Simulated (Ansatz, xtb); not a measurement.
# Ligand exchange: GeH3Br + BCl3 → GeH3Cl + BBrCl2

Species: GeH3Br `[GeH3][Br]`, singlet; BCl3 (boron trichloride) `ClB(Cl)Cl`, singlet; GeH3Cl (chlorogermane) `[Cl][GeH3]`, singlet; BBrCl2 (bromodichloroborane) `ClB(Cl)Br`, singlet. The partners trade Br for Cl: Ge–Br and B–Cl bonds give way to Ge–Cl and B–Br.

Shapes, held fixed at every level: PBE0-D4/def2-TZVP. Programs: Ansatz 0.2.0, xtb 6.7.1. The zero-point and thermal change to 298 K, harmonic and unscaled (PBE0-D4/def2-TZVP), is -0.2 kJ/mol.

```
                             level                   kind  ΔH(298 K) (kJ/mol)  less CCSD(T)/def2-TZVPP  CPU time (sum over the molecules)
                          GFN0-xTB         semi-empirical               +22.5                     +4.3                             0.22 s
                 PBE-D4/def2-TZVPP                    GGA               +19.5                     +1.3                               12 s
B3LYP/6-31G* (Cartesian functions)          global hybrid               +24.2                     +6.0                               33 s
               B3LYP-D4/def2-TZVPP          global hybrid               +20.1                     +1.9                               20 s
                PBE0-D4/def2-TZVPP          global hybrid               +20.5                     +2.3                               14 s
                      MP2/def2-SVP    perturbation theory               +25.9                     +7.7                                  –
                  CCSD(T)/def2-SVP  coupled cluster or CI               +25.9                     +7.7                               11 s
                CCSD(T)/def2-TZVPP  coupled cluster or CI               +18.2                      0.0                               91 s
```

The highest level, CCSD(T)/def2-TZVPP, gives ΔH(298 K) = +18.2 kJ/mol; the levels span +18.2 to +25.9. The column of differences is taken from that level and isn't an error. No measured value is set beside it here. Relativity is left out for Br, Ge. Outer-core shells of Br, Ge are correlated, in sets that cover them unevenly. Times are processor times on shared x86 and Arm servers, and rough.
